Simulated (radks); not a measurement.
Question: The table gives one normalised radial function P(r) = r R(r) of Os11+ in [Kr] 4d10 4f14 5s2 5p3 (r in bohr). All-electron calculation, scalar-relativistic Kohn-Sham, LB94 model potential, spin-polarised, spherical densities, finite nucleus; open shells are filled with parallel spins first (spin-orbit coupling, left out, can overturn this in heavy ions); Fermi nuclear charge, rms radius 5.4126 fm. Program: a radial shooting solver on a logarithmic mesh with Libxc functionals.

r,P
0.003006,0.0142
0.003977,0.0225
0.005221,0.0348
0.006908,0.0538
0.009067,0.0809
0.0119,0.1186
0.01575,0.1695
0.02067,0.2277
0.02735,0.2854
0.0359,0.3164
0.04712,0.2880
0.06234,0.1594
0.08183,-0.0670
0.1083,-0.3291
0.1421,-0.4474
0.1865,-0.2656
0.2468,0.2102
0.324,0.6161
0.4286,0.5333
0.5626,-0.1007
0.7444,-0.8703
0.9771,-1.1778
1.283,-0.9155
1.697,-0.4196
2.228,-0.1094
2.947,-0.0128
3.869,-0.0006

Which n and l does it have? It may be an empty orbital.

Answer: n = 5, l = 1: the number of nodes gives n - l - 1 = 3, the rise at small r (about r^(l+1), flatter next to the nucleus through relativity) gives l, and the extent must fit the shell. The curve is that of 5p down; the table hardly tells the two spins apart. 5p down (empty): eigenvalue -237.65 eV, 3 radial nodes at r = 0.0762, 0.221, 0.543 bohr, <r> = 1.04 bohr, 90 % of the charge inside 1.48 bohr.
